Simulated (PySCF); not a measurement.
- PBE0/pcSseg-1 with gauge-including orbitals
- coordinates at the GFN2-xTB level
- run in PySCF
- non-relativistic, averaged over atoms made equivalent by symmetry, fast rotation or ring inversion, single conformer, gas phase

Chemical shifts δ = σref − σ; ¹H (31.72 ppm), ¹³C (186.93 ppm) against TMS, all at this level. Shifts are as computed. Against solution values, carbons near 30 ppm lie about +3 ppm off and those near 130 ppm about +5 ppm; carbons on Cl a further +6 ppm (rms about the fit 2.1 ppm; single classes can miss by 10 ppm). Of 1328 compounds with measured shifts, 309 miss one by over three times the rms of a fit or turn the order of signals round; such compounds aren't used in these exercises. Signals without a measured value on file couldn't be tested in this way; 1H shifts scatter by 0.2 ppm about their fit, and single ones miss by 0.5 ppm. Carbons bonded to Cl come out too deshielded.

Question: Order these molecules by the shift of their most deshielded carbon, lowest δ first.
A. CCC(=O)C(F)(F)F
B. O=CC1=CC1
C. C=CO/C=C\C(Cl)Cl
D. c1ccoc1

Answer: D (147.1 ppm, aromatic CH next to the ring oxygen), C (157.1 ppm, alkene carbon bearing oxygen), B (188.0 ppm, aldehyde carbonyl carbon), A (199.7 ppm, ketone carbonyl carbon).

Question: Order these molecules by the shift of their most shielded carbon, lowest δ first.
A. CC(=O)/C=C(\Cl)CCl
B. c1ccoc1
C. CCC(=O)C(F)(F)F

Answer: C (7.9 ppm, methyl carbon), A (35.6 ppm, methyl carbon α to a carbonyl), B (116.7 ppm, aromatic CH).

Question: How many ¹³C and ¹H signals does each give (equivalence by symmetry and fast rotation, but not about amide C–N or C=N bonds)? `C=CO/C=C\C(Cl)Cl`, `CCC(=O)C(F)(F)F`, `CC(=O)/C=C(\Cl)CCl`, `O=CC1=CC1`, `c1ccoc1`

Answer: C=CO/C=C\C(Cl)Cl: 5 C, 6 H; CCC(=O)C(F)(F)F: 4 C, 2 H; CC(=O)/C=C(\Cl)CCl: 5 C, 3 H; O=CC1=CC1: 4 C, 3 H; c1ccoc1: 2 C, 2 H.
